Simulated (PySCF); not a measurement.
**Magnetic susceptibility: `C#C[Si@@H](P)O[SiH3]`, C2H7OPSi2**

Geometry (Å), atoms numbered from 1 in this order:
```xyz
13

C    -2.806   -1.125   -0.527
C    -1.804   -0.478   -0.687
Si   -0.270    0.545   -0.883
P    -0.395    2.209    0.621
O     1.045   -0.341   -0.550
Si    2.013   -1.294    0.339
H    -3.680   -1.695   -0.395
H    -0.080    0.916   -2.287
H     0.586    2.985    0.022
H    -1.412    2.875   -0.042
H     3.356   -0.925   -0.101
H     1.789   -1.005    1.754
H     1.652   -2.667   -0.005
```

The calculation used GIAO B3LYP/pcSseg-1 magnetisability, rotational g tensor and spin-rotation constants, non-relativistic, gas phase (PySCF 2.14.0). Geometry: GFN2-xTB.

Task: What are the magnetisability and the molar susceptibility?

Result: Isotropic -1271 × 10⁻³⁰ J/T², or -76.5 × 10⁻⁶ cm³/mol; principal values -1381, -1259, -1172 × 10⁻³⁰ J/T², anisotropy 182 × 10⁻³⁰ J/T² (root of half the summed squared differences of the principal values). The susceptibility is in cgs units.

Task: Split it along the inertial axes a, b, c into diamagnetic and paramagnetic parts about the centre of mass, with the quadrupole moment.

Result: 
```tsv
axis	χ (10⁻⁶ cm³/mol)	diamagnetic (10⁻⁶ cm³/mol)	paramagnetic (10⁻⁶ cm³/mol)	summed x² of all electrons (Å²)	quadrupole Θ (D Å)
a	-82.3	-722.3	639.9	205.6	+3.35
b	-75.5	-1028.7	953.2	133.4	+2.98
c	-71.8	-1438.2	1366.4	36.9	-6.33
```
Anisotropies 2χaa − χbb − χcc = -17.4 and 2χbb − χaa − χcc = +3.2 × 10⁻⁶ cm³/mol. Θ is traceless in Buckingham's convention.

Task: And the rotational g tensor?

Result: 
```tsv
axis	rotational constant (GHz)	g	nuclear part	electronic part
a	1.9350	-0.0203	0.5615	-0.5817
b	1.2936	-0.0176	0.5617	-0.5793
c	0.8803	-0.0112	0.5539	-0.5651
```
Asymmetric top; isotopes 12C, 1H, 16O, 31P, 28Si; no vibrational averaging.
